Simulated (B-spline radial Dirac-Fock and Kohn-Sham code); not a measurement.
## Ga²⁺ in Watson spheres of different radius

The computed values come from a radial finite-basis atomic code: ΔSCF Dirac-Fock with Breit, self-energy and vacuum polarisation, finite nucleus, configuration average. The ion, [Ar] 3d10 4s1, sits in a hollow sphere of charge Q = -2, a simple model of the Madelung potential. Inside the sphere an electron's potential energy is raised by the constant 14.40·|Q|/R eV, so binding energies fall by about that much as long as the orbitals stay inside.

| radius (Å) | 14.40 |Q|/R (eV) | 1s (eV) | 2s (eV) | 2p1/2 (eV) | 2p3/2 (eV) | 3p1/2 (eV) | 3p3/2 (eV) | 3d3/2 (eV) | 3d5/2 (eV) | 4s (eV) |
| --- | --- | --- | --- | --- | --- | --- | --- | --- | --- | --- |
| 1.8 | 16.00 | 10382.7 | 1320.0 | 1158.6 | 1131.5 | 124.1 | 120.5 | 31.44 | 31.01 | 13.77 |
| 2.2 | 13.09 | 10385.5 | 1322.8 | 1161.4 | 1134.3 | 126.9 | 123.3 | 34.27 | 33.83 | 16.54 |

From the smallest to the largest radius 1s moves by +2.8 eV, while the constant potential alone would give +2.9 eV; the difference comes from charge outside the sphere and its screening.
